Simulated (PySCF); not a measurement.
Gas-phase reaction: 3 CuH + 3 HCl ⇌ Cu₃Cl₃ + 6 H

Energies from PySCF, thermal terms from the rigid-rotor harmonic-oscillator model, ideal gas at 1 bar. S°(298 K) at PBE0/def2-TZVP differs from the NASA 1993 table for Cu₃Cl₃ (-13 J/mol/K); whether the harmonic model or the table's entry is off was not settled. † marks an energy on the PBE0/def2-TZVP geometry and frequencies; other levels use their own. 6-31G* has spherical d functions here. Open shells (unrestricted): H (multiplicity 2); the rest are closed-shell singlets. Cu: all electrons, no relativistic terms. The harmonic model lacks anharmonicity and excited electronic states, which grow with temperature; levels with a mode under 35 cm⁻¹ are left out. Soft modes under 120 cm⁻¹ make the harmonic entropy rough for Cu₃Cl₃.

| level | ΔE electronic, kJ | ΔH°(298 K), kJ | ΔS°(298 K), J/K | ΔG°(1200 K), kJ |
|---|---|---|---|---|
| BLYP/def2-TZVP† | 640 | 581 | -46 | 579 |
| HF/6-31G* | -33 | -95 | -32 | -113 |
| M06-2X/def2-TZVP† | 452 | 393 | -46 | 391 |
| PBE0/def2-TZVP | 479 | 420 | -46 | 418 |
| ωB97M-V/def2-TZVP† | 506 | 446 | -46 | 444 |
ΔH° is lowest at HF/6-31G* and highest at BLYP/def2-TZVP†. No reference value is set beside these.
